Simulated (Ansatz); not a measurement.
Basis-set extrapolation for CH$_{5}$FS$_{2}$Si (`CS[SiH](F)S`) (PBE0-D4/def2-TZVP geometry, frozen core, Ansatz). Multiplicity 1, RHF reference.

|  | def2-TZVPP | def2-QZVPP |
| --- | --- | --- |
| HF | -1224.440483 | -1224.478905 |
| MP2 correlation | -0.898481 | -0.976402 |
| CCSD(T) correlation | -0.990130 | not run |

Energies in hartree. Use E(X) = E(∞) + A·exp(−7.88·√X) for Hartree–Fock and E(X) = E(∞) + B·X^(−2.97) for correlation, with X = 3 and 4, and add CCSD(T) minus MP2 of the smaller set to the MP2 limit.

Task: What is the CCSD(T) energy at the basis-set limit?

Result: HF limit: -1224.478905 + (-0.038422) × 0.13774 = -1224.48420. MP2 limit: -0.976402 + (-0.077921) × 0.74074 = -1.03412. Higher-order term: -0.990130 − (-0.898481) = -0.09165. Total: -1225.60997 hartree, 112.5 kcal/mol below CCSD(T)/def2-TZVPP.
